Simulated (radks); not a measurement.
Task: La3+, 54 electrons, occupied as [Xe]. Method: non-relativistic Kohn-Sham, LDA (Slater exchange, Perdew-Wang correlation), spin-polarised, spherical densities, point nucleus; relativity is left out, which matters for an element this heavy; computed with a radial shooting solver on a logarithmic mesh with Libxc functionals. Some entries of the table are withheld. Estimate them.

| orbital | occ. | eigenvalue (eV) | <r> (bohr) |
|---|---|---|---|
| 1s | 2 | -36911.76 | 0.02667 |
| 2s | 2 | -5733.255 | 0.1143 |
| 2p | 6 | -5420.159 | 0.09714 |
| 3s | 2 | -1243.984 | (1) |
| 3p | 6 | -1109.006 | 0.2900 |
| 3d | 10 | -856.7971 | 0.2606 |
| 4s | 2 | -268.1491 | (2) |
| 4p | 6 | -218.2663 | 0.7061 |
| 4d | 10 | -130.9009 | 0.7635 |
| 5s | 2 | -58.5729 | 1.601 |
| 5p | 6 | -44.6169 | 1.773 |

Result: 
(1) 3s <r> (bohr): 0.3002
(2) 4s <r> (bohr): 0.6845
